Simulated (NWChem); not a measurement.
System: ZnIBr; SMILES [Br][Zn][I]

NWChem input:

```
start job
memory heap 200 mb stack 900 mb global 1100 mb
geometry units angstroms noautosym nocenter noautoz
  Zn     0.000000     0.430127     0.000000
  Br    -0.000000     2.663532     0.000000
  I     -0.000000    -1.989381     0.000000
end
basis spherical
  * library def2-svpd
end
ecp
  I library def2-ecp
end
dft
  xc xcamb88 1.00 lyp 0.81 vwn_5 0.19 hfexch 1.00
  cam 0.33 cam_alpha 0.19 cam_beta 0.46
  iterations 150
end
tddft
  cis
  nroots 6
  notriplet
end
task tddft energy
```

NWChem printed, in part:

```
             Northwest Computational Chemistry Package (NWChem) 7.3.0
             --------------------------------------------------------

                             Geometry "geometry" -> ""
                             -------------------------

 Output coordinates in angstroms (scale by  1.889725989 to convert to a.u.)

  No.       Tag          Charge          X              Y              Z
 ---- ---------------- ---------- -------------- -------------- --------------
    1 Zn                  30.0000     0.00000000     0.43012700     0.00000000
    2 Br                  35.0000     0.00000000     2.66353200     0.00000000
    3 I                   53.0000     0.00000000    -1.98938100     0.00000000

 Effective nuclear repulsion energy (a.u.)     807.5073077519

                                 NWChem DFT Module
                                 -----------------

 Summary of "ao basis" -> "ao basis" (spherical)
 ------------------------------------------------------------------------------
       Tag                 Description            Shells   Functions and Types
 ---------------- ------------------------------  ------  ---------------------
 Zn                        def2-svpd                12       34   5s4p2d1f
 Br                        def2-svpd                15       41   6s5p4d
 I                         def2-svpd                13       35   5s5p3d

            General Information
            -------------------
          SCF calculation type: DFT
          Wavefunction type:  closed shell.
          No. of atoms     :     3
          No. of electrons :    90
           Alpha electrons :    45
            Beta electrons :    45
          Charge           :     0
          Spin multiplicity:     1
          Use of symmetry is: off; symmetry adaption is: off
          Maximum number of iterations: 150
          AO basis - number of functions:   110
                     number of shells:    40
          Convergence on energy requested:  1.00D-06
          Convergence on density requested:  1.00D-05
          Convergence on gradient requested:  5.00D-04

              XC Information
              --------------
                     Hartree-Fock (Exact) Exchange  1.000
                   CAM-Becke88 Exchange Functional  1.000
                      VWN V Correlation Functional  0.190 local
              Lee-Yang-Parr Correlation Functional  0.810

[...]

                                NWChem TDDFT Module
                                -------------------

            General Information
            -------------------
           No. of orbitals :     220
            Alpha orbitals :     110
             Beta orbitals :     110
        Alpha frozen cores :       0
         Beta frozen cores :       0
     Alpha frozen virtuals :       0
      Beta frozen virtuals :       0
         Spin multiplicity :       1
    Number of AO functions :     110
        Use of symmetry is : off
      Symmetry adaption is : off
         Schwarz screening :  0.10D-07

              XC Information
              --------------
              Hartree-Fock (Exact) Exchange   1.00
            CAM-Becke88 Exchange Functional   1.00
               VWN V Correlation Functional   0.19 local
       Lee-Yang-Parr Correlation Functional   0.81
           Alpha           :  0.19
           Beta            :  0.46
           Gamma           :  0.33

             TDDFT Information
             -----------------
          Calculation type : Tamm-Dancoff TDDFT
         Wavefunction type : Restricted singlets
          No. of electrons :      90
           Alpha electrons :      45
            Beta electrons :      45
              No. of roots :       6
          Max subspacesize :    5200
            Max iterations :     100
               Target root :       1
           Target symmetry : none
      Symmetry restriction : off
                 Algorithm : Optimal
        Davidson threshold :  0.10D-03

    6 smallest eigenvalue differences (eV)
--------------------------------------------------------
  No. Spin  Occ  Vir  Irrep   E(Occ)    E(Vir)   E(Diff)
--------------------------------------------------------
    1    1   45   46 a        -0.340    -0.040     8.163
    2    1   44   46 a        -0.340    -0.040     8.163
    3    1   43   46 a        -0.371    -0.040     8.987
    4    1   42   46 a        -0.371    -0.040     8.987
    5    1   45   47 a        -0.340     0.003     9.353
    6    1   44   47 a        -0.340     0.003     9.353
--------------------------------------------------------

  Entering Davidson iterations
  Restricted singlet excited states

  Iter   NTrls   NConv    DeltaV     DeltaE      Time
  ----  ------  ------  ---------  ---------  ---------
    1      6       0     0.77E-01   0.10+100       22.0
    2     12       0     0.45E-01   0.20E-01       32.7
    3     18       0     0.27E-01   0.41E-02       41.1
    4     24       0     0.11E-01   0.53E-03       44.0
    5     30       0     0.16E-01   0.24E-03       44.4
    6     36       4     0.11E-01   0.69E-03       36.5
    7     38       4     0.79E-02   0.20E-03       28.8
    8     40       4     0.36E-02   0.73E-04       25.7
    9     42       4     0.39E-03   0.42E-05       21.4
   10     44       6     0.76E-04   0.83E-07       26.9
  ----  ------  ------  ---------  ---------  ---------
  Convergence criterion met

  Ground state a       -4651.047601054540 a.u.

  ----------------------------------------------------------------------------
  Root   1 singlet a              0.181803265 a.u.                4.9471 eV
  ----------------------------------------------------------------------------
     Transition Moments    X  0.23849   Y  0.00000   Z -0.15685
     Dipole Oscillator Strength                    0.0098755910
     Electric Quadrupole                           0.0000001111
     Magnetic Dipole                               0.0000002696
     Total Oscillator Strength                     0.0098759717

[...]
```

Level: CAM-B3LYP/def2-SVPD with def2 effective core potentials on I, TDA. Structure relaxed at the PBE0/def2-SVP level. Not confirmed as a minimum by frequencies. def2 effective core potentials on I; no spin-orbit coupling.
